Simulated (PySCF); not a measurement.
C3H8O2Si, SMILES OC[SiH]1COC1. Atoms are numbered in the order given.

```xyz
14

O      2.6522    -0.0484     0.5283
C      1.7349     0.0889    -0.5643
Si     0.0084     0.4846     0.1260
C     -1.0583    -0.9306     0.8220
O     -2.1247    -0.6040    -0.1048
C     -1.5607     0.4173    -0.9615
H      2.7455     0.8233     0.9425
H      2.0817     0.8313    -1.3121
H      1.7195    -0.8841    -1.0817
H      0.1641     1.6850     1.0015
H     -0.6793    -1.9566     0.6532
H     -1.4146    -0.8674     1.8647
H     -2.2181     1.3037    -1.0008
H     -1.4313     0.0459    -1.9965
```

The structure is a stationary point at TPSSh-D3(BJ)/def2-SVP. A frequency run showed that this geometry is not a minimum. This is a generated structure with no PubChem entry under its InChIKey; it may be hypothetical. The values are those of a single conformer.

Two levels are set side by side: PBE/pcSseg-1 (PySCF) and HF/pcSseg-1 (PySCF). GIAO shifts against H2O (¹⁷O), TMS (²⁹Si), TMS (¹H), TMS (¹³C) at the same level; non-relativistic, no solvent, atoms listed together averaged. Differences are taken from unrounded values.

| quantity | PBE |
|---|---|
| δ(¹⁷O) of O1 (ppm) | 13.1 |
| δ(¹³C) of C2 (ppm) | 62.2 |
| δ(²⁹Si) of Si3 (ppm) | 3.2 |
| δ(¹⁷O) of O5 (ppm) | 43.5 |
| δ(¹H) of H7 (ppm) | -0.88 |
| δ(¹H) of H10 (ppm) | 5.54 |

**Question.** These are the PBE values. What does HF give? (An estimate is asked for; the answer gives what the named calculation found.)

**Answer.** 
```json
[
 {"quantity": "δ(¹⁷O) of O1 (ppm)", "HF": "-16.7", "PBE minus HF": "29.8"},
 {"quantity": "δ(¹³C) of C2 (ppm)", "HF": "50.2", "PBE minus HF": "12.0"},
 {"quantity": "δ(²⁹Si) of Si3 (ppm)", "HF": "9.8", "PBE minus HF": "-6.6"},
 {"quantity": "δ(¹⁷O) of O5 (ppm)", "HF": "-7.5", "PBE minus HF": "51.0"},
 {"quantity": "δ(¹H) of H7 (ppm)", "HF": "0.09", "PBE minus HF": "-0.97"},
 {"quantity": "δ(¹H) of H10 (ppm)", "HF": "4.87", "PBE minus HF": "0.67"}
]
```

Rough cost on one machine, each run with all the roots and properties that it gave: HF against PBE within a factor of 2.
